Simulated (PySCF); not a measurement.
Computed IR spectrum (relative IR intensity) of a molecule C4H5BO. Coordinates come from a r2SCAN-D4/def2-SVP optimisation. The values are those of a single conformer. All values below come from r2SCAN-D4/def2-SVP run with PySCF. Frequencies are harmonic and unscaled.

ν (cm⁻¹): 104 (vw), 196 (w), 363 (w), 454 (w), 645 (m), 771 (m), 877 (w), 940 (w), 1049 (vs), 1174 (m), 1216 (w), 1331 (vs), 1392 (w), 1426 (w), 2137 (m), 2983 (m), 2998 (vw), 3033 (m), 3460 (s) (against the strongest line: vs over 80 %, s over 45 %, m over 15 %, w over 4 %, vw less)

Identify the compound among the candidates.
A) O=CB1C=CC1
B) C#CB(C)C=O
C) OB1C=CC=C1
D) C#CB1COC1

D, C#CB1COC1
